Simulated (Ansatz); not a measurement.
**Isomers**

Structures of C3H5Al, closed shell, relaxed at PBE0-D4/def2-TZVP (vibrations not checked; lower isomers may exist, and structures with a doubtful reference or unclear bonds are left out). Program: Ansatz 0.2.0. Basis: def2-TZVPP. Cores are frozen in the correlated methods. B3LYP uses VWN-RPA correlation.

Problem. Rank them by CCSD(T) energy, lowest first, and give each one's height above the lowest. Links in brackets join atoms within 1.22 times the sum of their covalent radii (1.1 for two metals). (Judge from chemistry; the value comes from the calculation.)
A.
C₃H₅Al ([AlH2][CH]1[CH][CH]1)
```
9
angstrom
Al -0.5705 1.3668 -0.7745
C 0.5943 -0.0526 -0.1440
C 0.0347 -1.4425 0.1894
C 0.3469 -0.7366 1.2076
H -0.0412 2.5146 -1.7437
H -2.0894 1.3614 -0.2983
H 1.6411 -0.0490 -0.4677
H -0.3436 -2.3527 -0.2417
H 0.4277 -0.6095 2.2728
```
B.
C₃H₅Al ([CH2][C][CH][AlH2])
```
9
angstrom
C -0.1939 1.7233 -0.9634
C 0.0991 0.4754 -0.7349
C 0.3690 -0.7663 -0.4413
Al -0.0384 -1.3643 1.3531
H 0.5334 2.5086 -0.7901
H -1.1687 2.0076 -1.3435
H 0.8061 -1.3972 -1.2144
H 0.2665 -2.8643 1.7720
H -0.6731 -0.3228 2.3624
```
C.
C₃H₅Al ([CH3][C][C][AlH2])
```
9
angstrom
C 0.3500 1.6579 -1.0963
C 0.1001 0.4684 -0.3106
C -0.1109 -0.5291 0.3495
Al -0.4379 -2.0859 1.3772
H 1.0172 2.3415 -0.5652
H 0.8095 1.4070 -2.0555
H -0.5841 2.1893 -1.2964
H -0.3605 -3.5056 0.6822
H -0.7834 -1.9434 2.9150
```
D.
C₃H₅Al ([CH2][C]1[CH2][AlH]1)
```
9
angstrom
C -0.1238 1.1731 -1.1252
C -0.2973 0.2675 -0.1721
C 0.4997 -1.0188 0.1156
Al -0.5125 -0.3223 1.5971
H 0.5852 1.0248 -1.9409
H -0.6862 2.1021 -1.1364
H 1.5656 -1.0224 -0.1146
H 0.0172 -1.9102 -0.3024
H -1.0478 -0.2941 3.0788
```

Solution. The calculation gives: C (0.00 kcal/mol), B (9.75 kcal/mol), D (27.30 kcal/mol), A (42.41 kcal/mol). Heights count from the lowest.

Problem. Do PBE-D4, r2SCAN-D4, PBE0-D4, B3LYP-D4, wB97M-V, HF, MP2 give the same order? (A judgement: the text doesn't fix the answer.)

Solution. By the calculation: All do.

The T1 diagnostic stays at or below 0.013. The restricted Hartree–Fock reference is unstable towards an unrestricted one at one or more of these structures.

For scale, one of the runs: CCSD(T)/def2-TZVPP, 205 basis functions, launched by `ansatz run in.yaml --threads 2 --pin off --events-out ev --progress --plain --max-ram 4352MiB`. Hardware: 2 CPU threads of an Arm Neoverse V1, shared host. Wall time 61 s; peak host memory 2.6 GiB.
